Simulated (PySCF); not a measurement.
Ionisation energy of In(18+) by level of theory

In(18+) [Ar] 3d10 4s2 4p1 [4p1/2^1, M_J = 1/2] → In(19+) [Ar] 3d10 4s2, as a difference of total energies. Computed with PySCF 2.14 in an uncontracted even-tempered set (18 s from 1 bohr⁻², ratio 2.8; 13 p from 1.4 bohr⁻², ratio 2.8; 8 d from 2.4 bohr⁻², ratio 2.8; 4 f from 7 bohr⁻², ratio 3), with the two-component X2C-1e Hamiltonian. Correlated levels: [Ne] frozen; the 76 highest virtual spinors dropped. "Screened" scales the spin-orbit matrix elements by Boettger's factors to mimic the two-electron term; Breit and QED terms are absent.

| method | ionisation energy (eV) |
| --- | --- |
| GHF (spin-free) | 483.98 |
| GMP2 (spin-free) | 484.68 |
| GHF (screened spin-orbit) | 490.89 |
| GMP2 (screened spin-orbit) | 491.62 |

Question: How much does correlation contribute at GMP2 (screened spin-orbit)?

Answer: 491.62 − (490.89) = 0.73 eV, measured against GHF (screened spin-orbit).

Breit and QED terms and the two-electron picture change are absent.

The spin-free rows lack the spin-orbit shift.

For comparison: 497.1 ± 0.3 eV (semi-empirical (NIST evaluation); NIST Atomic Spectra Database, ionization energies).
